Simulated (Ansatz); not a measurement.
| atom | x (Å) | y (Å) | z (Å) |
| --- | --- | --- | --- |
| B | 0.0000 | 0.0000 | -1.4350 |
| Al | 0.0000 | 0.0000 | 1.4350 |

Basis set: 6-31G (spherical functions). Frozen core: 6 orbitals. Charge 0, multiplicity 3.

Computed with Ansatz (development build ahead of 0.2.0); the reference of a correlated method needn't be the lowest determinant of its kind.

Q: Give the atomization energy at this shape (free ground-state atoms in the same class of orbitals less the molecule, no zero-point energy) of triplet AlB by UHF-CCSD(T), UHF-BCCD(T).

A:

| method | atomization energy |
| --- | --- |
| UHF-CCSD(T) | 21.57 kcal/mol |
| UHF-BCCD(T) | 21.44 kcal/mol |

Caution: the amplitudes may be one of several solutions; the reference determinant was not shown to be the lowest; the shape is not the minimum.

This basis has no polarisation functions and is too small for such energies, which can lie far from measured ones in either direction.
